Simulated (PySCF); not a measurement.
A structure optimised at PBE-D3(BJ)/def2-SVP, used in a PySCF frequency run:

```xyz
10

F      1.8946    -0.5154    -0.2801
C      0.6620    -0.0264    -0.3640
C     -0.0870     0.4693    -1.3717
C     -1.2708     0.7234    -0.4445
C     -0.3408     0.2512     0.7258
F     -0.7890    -0.8230     1.4670
H      0.0887     0.6717    -2.4367
H     -2.1307     0.0351    -0.5740
H     -1.6372     1.7695    -0.3741
H     -0.0520     1.0641     1.4299
```

Problem. Write its SMILES and formula.

Solution. FC1=CC[C@H]1F, C4H4F2

Problem. What are its rotational constants (standard atomic weights)?

Solution. 5.1311, 3.6376, 2.2914 GHz
